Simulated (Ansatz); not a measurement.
System: IrO$_{2}$ (charge 0, doublet). The spin state was set by rule; other spins were not relaxed. SMILES: [O]=[Ir]=[O]
Geometry: optimised at B3LYP-D3(BJ)/def2-TZVP (Ansatz, a program for electronic structure).

Quantity: atomisation energy (electronic, to ground-state atoms), in eV. Cores are frozen in the correlated levels unless marked. Open shells are spin-unrestricted. No spin-orbit coupling. The frozen core is the preceding noble-gas configuration, with the filled d and f shells of earlier blocks. Past Kr the def2 sets carry scalar-relativistic core potentials.  The program attaches cautions to a run behind CCSD/def2-SVP: large difference. The program attaches cautions to a run behind CCSD/def2-TZVPP: large difference.

```json
[
 {"level": "HF/def2-QZVPP", "program": "Ansatz", "atomisation energy (eV)": "2.16"},
 {"level": "r2SCAN-D4/def2-TZVPD", "program": "Ansatz + dftd4", "atomisation energy (eV)": "10.92"},
 {"level": "PBE0-D3(BJ)/def2-TZVP", "program": "Ansatz + dftd3", "atomisation energy (eV)": "10.03"},
 {"level": "PBE0/def2-TZVP", "program": "Ansatz", "atomisation energy (eV)": "10.00"},
 {"level": "CCSD/def2-SVP", "program": "Ansatz", "atomisation energy (eV)": "7.75"},
 {"level": "CCSD/def2-TZVPP", "program": "Ansatz", "atomisation energy (eV)": "8.84"}
]
```

The UHF reference is spin-contaminated (<S^2> 0.11 over the pure value in the largest basis). The Hartree-Fock reference is unstable (checked in the largest basis), which strains HF and MP2.
